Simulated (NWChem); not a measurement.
System: GaF₃; SMILES [F][Ga]([F])[F]

Here is an NWChem input.

```
start job
memory heap 200 mb stack 900 mb global 1100 mb
geometry units angstroms noautosym nocenter noautoz
  Ga     0.000000     0.000000     0.000000
  F     -1.667341     0.451414     0.000000
  F      1.224607     1.218253     0.000000
  F      0.442735    -1.669667     0.000000
end
basis spherical
  * library 6-31g*
end
dft
  xc pbe0
  iterations 150
end
property
  efieldgrad
end
task dft property
```

Coordinates come from a PBE0/def2-SVP optimisation.

Vzz is the largest principal value of the second derivative of the potential at the nucleus (NWChem prints the opposite sign); η is the asymmetry. Non-relativistic.

Atoms are numbered as in the input.

Q: Give the results of this calculation. (PBE0/6-31G* (spherical d).) Quantities: Vzz Ga1 (a.u.); η Ga1.

A: 
```
Property        Result
--------------  ------
Vzz Ga1 (a.u.)   1.851
η Ga1             0.00
```
